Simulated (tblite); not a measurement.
A geometry optimisation, step by step.

Compound: C4H4ClGe (doublet state).
Numbering: `[Cl:1][Ge@H:2]1[CH:3]=[C:4][CH:5]=[CH:6]1` (hydrogens: H7 on Ge2; H8 on C3; H9 on C5; H10 on C6)
Bond orders are those of one Lewis drawing.

Computed with GFN2-xTB (tblite), gas phase: L-BFGS steps from a force-field or distance-geometry start until the largest atomic force falls under 0.01 eV/Å. 14 of its 43 geometries are shown.

Step 0: E = -461.2835 eV, largest atomic force 2.422 eV/Å
```
atom  x, y, z in Å  |  force x, y, z in eV/Å
Cl1     2.284   -1.166   -1.310    0.012  -0.041   0.267
Ge2     1.078   -0.454    0.307    0.794  -0.846  -0.160
C3      0.558    1.381    0.002    0.836   1.446  -0.070
C4     -0.711    1.345   -0.234   -0.534   1.425  -0.128
C5     -1.462    0.168   -0.215   -1.950  -1.398  -0.333
C6     -0.783   -0.948    0.033    0.307  -1.069   0.232
H7      1.585   -0.722    1.706    0.285  -0.198   0.199
H8      1.179    2.261    0.013   -0.020  -0.058  -0.001
H9     -2.546    0.095   -0.412    0.541   0.470   0.068
H10    -1.174   -1.956    0.089   -0.272   0.270  -0.075
```

Step 3: E = -461.4409 eV, largest atomic force 0.335 eV/Å
```
atom  x, y, z in Å  |  force x, y, z in eV/Å
Cl1     2.290   -1.172   -1.298    0.233  -0.186  -0.011
Ge2     1.107   -0.482    0.297   -0.067   0.187   0.055
C3      0.548    1.425   -0.008   -0.080   0.313  -0.087
C4     -0.732    1.374   -0.233   -0.145  -0.234   0.065
C5     -1.482    0.130   -0.222   -0.142   0.245  -0.081
C6     -0.775   -0.973    0.039    0.031  -0.180   0.021
H7      1.605   -0.736    1.718    0.260  -0.195   0.057
H8      1.195    2.281    0.013   -0.064   0.041  -0.013
H9     -2.551    0.117   -0.414    0.173   0.113   0.018
H10    -1.195   -1.959    0.086   -0.198  -0.102  -0.023
```

Step 6: E = -461.4748 eV, largest atomic force 0.246 eV/Å
```
atom  x, y, z in Å  |  force x, y, z in eV/Å
Cl1     2.321   -1.199   -1.290    0.099  -0.122   0.094
Ge2     1.115   -0.473    0.298   -0.047   0.134   0.040
C3      0.521    1.472   -0.025    0.140  -0.110   0.055
C4     -0.753    1.366   -0.224    0.022   0.109  -0.028
C5     -1.482    0.123   -0.228    0.031  -0.096   0.091
C6     -0.781   -0.990    0.041   -0.139   0.170  -0.046
H7      1.648   -0.769    1.728    0.120  -0.134  -0.123
H8      1.196    2.306    0.011   -0.240   0.035  -0.041
H9     -2.547    0.140   -0.416   -0.001  -0.050  -0.024
H10    -1.229   -1.972    0.081    0.015   0.064  -0.018
```

Step 10: E = -461.5003 eV, largest atomic force 0.337 eV/Å
```
atom  x, y, z in Å  |  force x, y, z in eV/Å
Cl1     2.360   -1.243   -1.251   -0.086   0.034   0.194
Ge2     1.115   -0.451    0.304    0.109  -0.312  -0.064
C3      0.518    1.473   -0.023   -0.081   0.135   0.009
C4     -0.757    1.376   -0.223   -0.056  -0.108   0.009
C5     -1.490    0.132   -0.218   -0.037   0.112  -0.067
C6     -0.793   -0.981    0.040    0.145   0.039   0.057
H7      1.705   -0.823    1.699    0.000  -0.008  -0.131
H8      1.145    2.340   -0.001    0.028   0.042  -0.006
H9     -2.550    0.143   -0.424   -0.082  -0.005   0.003
H10    -1.245   -1.961    0.073    0.061   0.071  -0.005
```

Step 13: E = -461.5105 eV, largest atomic force 0.076 eV/Å
```
atom  x, y, z in Å  |  force x, y, z in eV/Å
Cl1     2.373   -1.263   -1.216    0.016  -0.049  -0.007
Ge2     1.124   -0.466    0.301   -0.066   0.030   0.016
C3      0.508    1.486   -0.021   -0.047   0.046   0.002
C4     -0.764    1.377   -0.221   -0.021   0.012   0.003
C5     -1.495    0.137   -0.218    0.005  -0.021  -0.034
C6     -0.791   -0.972    0.043   -0.019   0.025  -0.005
H7      1.734   -0.851    1.674   -0.019  -0.018  -0.034
H8      1.125    2.361   -0.006    0.047  -0.022   0.016
H9     -2.558    0.144   -0.427    0.030  -0.021   0.028
H10    -1.247   -1.949    0.069    0.073   0.017   0.014
```

Step 16: E = -461.5123 eV, largest atomic force 0.077 eV/Å
```
atom  x, y, z in Å  |  force x, y, z in eV/Å
Cl1     2.376   -1.273   -1.210   -0.016  -0.031   0.010
Ge2     1.119   -0.465    0.301    0.038   0.059  -0.031
C3      0.501    1.496   -0.021    0.016  -0.019   0.008
C4     -0.769    1.379   -0.221   -0.017   0.062  -0.020
C5     -1.496    0.137   -0.223   -0.005   0.023   0.019
C6     -0.790   -0.968    0.044    0.025  -0.006  -0.010
H7      1.736   -0.858    1.666   -0.022  -0.020   0.005
H8      1.129    2.362   -0.005    0.005  -0.003   0.016
H9     -2.558    0.142   -0.424   -0.043  -0.019  -0.008
H10    -1.238   -1.947    0.070    0.017  -0.047   0.012
```

Step 19: E = -461.5134 eV, largest atomic force 0.042 eV/Å
```
atom  x, y, z in Å  |  force x, y, z in eV/Å
Cl1     2.376   -1.283   -1.205   -0.016  -0.015   0.000
Ge2     1.120   -0.458    0.298    0.038   0.003  -0.017
C3      0.497    1.499   -0.020   -0.007   0.019  -0.015
C4     -0.773    1.385   -0.223    0.011  -0.040   0.004
C5     -1.497    0.140   -0.224   -0.012  -0.003   0.019
C6     -0.788   -0.964    0.042    0.007   0.006  -0.015
H7      1.733   -0.865    1.660   -0.020  -0.002   0.014
H8      1.131    2.361   -0.002   -0.009   0.013   0.012
H9     -2.561    0.138   -0.423    0.002   0.006  -0.002
H10    -1.228   -1.948    0.073    0.005   0.014   0.000
```

Step 23: E = -461.5140 eV, largest atomic force 0.036 eV/Å
```
atom  x, y, z in Å  |  force x, y, z in eV/Å
Cl1     2.374   -1.294   -1.203    0.007  -0.024  -0.023
Ge2     1.126   -0.453    0.294   -0.022  -0.012   0.012
C3      0.494    1.506   -0.023    0.012  -0.010   0.001
C4     -0.775    1.383   -0.223   -0.003   0.029   0.007
C5     -1.499    0.139   -0.221    0.021  -0.002  -0.017
C6     -0.784   -0.962    0.039    0.015  -0.003   0.012
H7      1.728   -0.870    1.661   -0.017   0.002   0.006
H8      1.129    2.366    0.002   -0.025   0.025  -0.004
H9     -2.562    0.137   -0.422    0.006  -0.003   0.013
H10    -1.223   -1.946    0.074    0.005  -0.003  -0.007
```

Step 26: E = -461.5145 eV, largest atomic force 0.041 eV/Å
```
atom  x, y, z in Å  |  force x, y, z in eV/Å
Cl1     2.373   -1.312   -1.206   -0.017  -0.001   0.013
Ge2     1.129   -0.451    0.292    0.025  -0.013  -0.028
C3      0.493    1.512   -0.026    0.000   0.007   0.015
C4     -0.775    1.384   -0.221    0.000   0.025   0.003
C5     -1.498    0.139   -0.221    0.018   0.026  -0.014
C6     -0.778   -0.960    0.037   -0.017  -0.010   0.012
H7      1.719   -0.875    1.661   -0.006   0.006   0.008
H8      1.122    2.377    0.006   -0.011   0.008  -0.010
H9     -2.562    0.136   -0.418    0.015  -0.009   0.009
H10    -1.214   -1.943    0.073   -0.007  -0.039  -0.009
```

Step 29: E = -461.5148 eV, largest atomic force 0.014 eV/Å
```
atom  x, y, z in Å  |  force x, y, z in eV/Å
Cl1     2.372   -1.321   -1.206   -0.004  -0.006   0.005
Ge2     1.133   -0.452    0.289   -0.005   0.002  -0.003
C3      0.492    1.516   -0.026   -0.003   0.010   0.010
C4     -0.776    1.386   -0.219    0.006  -0.011   0.002
C5     -1.495    0.140   -0.223   -0.002  -0.005   0.011
C6     -0.776   -0.959    0.037   -0.005  -0.002  -0.005
H7      1.714   -0.877    1.663    0.001   0.009  -0.004
H8      1.117    2.383    0.007    0.007   0.003  -0.005
H9     -2.560    0.135   -0.416    0.006  -0.002  -0.002
H10    -1.212   -1.945    0.072   -0.001   0.001  -0.009
```

Step 32: E = -461.5149 eV, largest atomic force 0.012 eV/Å
```
atom  x, y, z in Å  |  force x, y, z in eV/Å
Cl1     2.371   -1.325   -1.205    0.001  -0.008  -0.002
Ge2     1.133   -0.451    0.287   -0.005   0.004   0.009
C3      0.491    1.519   -0.025    0.006  -0.008   0.002
C4     -0.776    1.385   -0.218   -0.005   0.008   0.006
C5     -1.495    0.139   -0.221    0.000  -0.002   0.002
C6     -0.776   -0.960    0.037    0.012  -0.002  -0.001
H7      1.713   -0.877    1.662    0.002   0.008  -0.003
H8      1.117    2.386    0.006    0.001   0.001  -0.003
H9     -2.559    0.134   -0.415   -0.009   0.000  -0.002
H10    -1.211   -1.945    0.070   -0.001   0.000  -0.008
```

Step 36: E = -461.5150 eV, largest atomic force 0.013 eV/Å
```
atom  x, y, z in Å  |  force x, y, z in eV/Å
Cl1     2.369   -1.329   -1.205   -0.003  -0.001   0.006
Ge2     1.133   -0.451    0.287    0.006  -0.002  -0.009
C3      0.492    1.518   -0.023   -0.008   0.002  -0.010
C4     -0.776    1.386   -0.216   -0.001  -0.006   0.010
C5     -1.494    0.139   -0.220   -0.002   0.003  -0.004
C6     -0.775   -0.960    0.036   -0.011   0.006  -0.002
H7      1.712   -0.873    1.662    0.007   0.005   0.007
H8      1.117    2.387    0.005   -0.002  -0.011   0.003
H9     -2.559    0.133   -0.415    0.007   0.003   0.003
H10    -1.210   -1.946    0.066    0.005   0.003  -0.005
```

Step 39: E = -461.5151 eV, largest atomic force 0.014 eV/Å
```
atom  x, y, z in Å  |  force x, y, z in eV/Å
Cl1     2.366   -1.337   -1.203    0.007  -0.003  -0.001
Ge2     1.134   -0.450    0.287   -0.008  -0.008  -0.008
C3      0.491    1.519   -0.023   -0.003   0.003  -0.005
C4     -0.777    1.387   -0.209    0.003  -0.002  -0.006
C5     -1.494    0.139   -0.219   -0.004   0.001   0.010
C6     -0.774   -0.960    0.034   -0.007   0.002   0.000
H7      1.713   -0.867    1.663    0.004   0.005   0.004
H8      1.117    2.386    0.004    0.000   0.000   0.008
H9     -2.559    0.133   -0.414    0.002   0.002  -0.001
H10    -1.208   -1.946    0.059    0.006   0.001  -0.002
```

Step 42: E = -461.5151 eV, largest atomic force 0.009 eV/Å
```
atom  x, y, z in Å  |  force x, y, z in eV/Å
Cl1     2.367   -1.342   -1.202    0.007  -0.004  -0.003
Ge2     1.134   -0.450    0.285    0.002  -0.002   0.003
C3      0.490    1.520   -0.024    0.006  -0.005   0.002
C4     -0.778    1.387   -0.208   -0.002   0.007  -0.005
C5     -1.495    0.140   -0.218   -0.001   0.002   0.000
C6     -0.774   -0.959    0.033    0.003  -0.003   0.003
H7      1.714   -0.865    1.663   -0.002   0.007  -0.006
H8      1.116    2.387    0.005    0.000   0.003   0.005
H9     -2.559    0.133   -0.413   -0.009   0.001   0.000
H10    -1.206   -1.946    0.056   -0.003  -0.007   0.001
```

Q: Summarise the path.

A: The energy falls by 0.2317 eV from step 0 to step 42; nine tenths of that is first reached at step 9. It falls at every step. The largest force goes from 2.422 to 0.009 eV/Å. Among the bonds Ge2–C3 changes most, from 1.931 to 2.096 Å; the atoms move by 0.122 Å rms after alignment.

Q: Follow the three bonds and two angles with the largest change from start to end.

A: 
| step | E above end (eV) | largest force (eV/Å) | Ge2–C3 (Å) | Ge2–C6 (Å) | C4–C5 (Å) | Cl1–Ge2–H7 (°) | Cl1–Ge2–C3 (°) |
| --- | --- | --- | --- | --- | --- | --- | --- |
| 0 | 0.2317 | 2.422 | 1.931 | 1.944 | 1.397 | 116.8 | 110.4 |
| 2 | 0.1021 | 0.524 | 1.980 | 1.956 | 1.454 | 117.7 | 110.4 |
| 4 | 0.0610 | 0.330 | 2.031 | 1.966 | 1.450 | 117.5 | 110.9 |
| 5 | 0.0489 | 0.322 | 2.051 | 1.974 | 1.444 | 116.6 | 111.3 |
| 7 | 0.0348 | 0.204 | 2.058 | 1.988 | 1.441 | 114.3 | 112.0 |
| 9 | 0.0223 | 0.321 | 2.043 | 1.996 | 1.443 | 111.6 | 113.0 |
| 11 | 0.0087 | 0.207 | 2.049 | 1.999 | 1.443 | 108.6 | 114.3 |
| 13 | 0.0046 | 0.076 | 2.071 | 1.997 | 1.439 | 108.0 | 114.7 |
| 15 | 0.0034 | 0.080 | 2.080 | 1.994 | 1.438 | 107.5 | 114.9 |
| 16 | 0.0028 | 0.077 | 2.081 | 1.992 | 1.439 | 107.1 | 115.1 |
| 18 | 0.0020 | 0.074 | 2.078 | 1.989 | 1.440 | 106.6 | 115.6 |
| 20 | 0.0016 | 0.042 | 2.078 | 1.992 | 1.441 | 106.6 | 115.9 |
| 22 | 0.0013 | 0.039 | 2.081 | 1.994 | 1.440 | 106.7 | 116.2 |
| 24 | 0.0010 | 0.044 | 2.085 | 1.993 | 1.439 | 106.7 | 116.5 |
| 26 | 0.0006 | 0.041 | 2.088 | 1.990 | 1.439 | 106.8 | 116.8 |
| 27 | 0.0004 | 0.035 | 2.090 | 1.990 | 1.439 | 106.9 | 117.0 |
| 29 | 0.0003 | 0.014 | 2.093 | 1.991 | 1.439 | 107.0 | 117.2 |
| 31 | 0.0002 | 0.014 | 2.095 | 1.992 | 1.439 | 107.0 | 117.3 |
| 33 | 0.0002 | 0.014 | 2.096 | 1.991 | 1.439 | 106.9 | 117.5 |
| 35 | 0.0002 | 0.012 | 2.095 | 1.991 | 1.439 | 107.0 | 117.5 |
| 37 | 0.0001 | 0.016 | 2.093 | 1.991 | 1.439 | 107.0 | 117.6 |
| 38 | 0.0001 | 0.015 | 2.093 | 1.991 | 1.439 | 107.0 | 117.7 |
| 40 | 0.0000 | 0.010 | 2.094 | 1.991 | 1.439 | 107.0 | 117.9 |
| 42 | 0.0000 | 0.009 | 2.096 | 1.991 | 1.439 | 107.0 | 118.0 |

The cost below is that of the whole relaxation. Time: 0.24 s of wall time. Hardware: one thread, Arm Neoverse V1 (aarch64) (shared host).
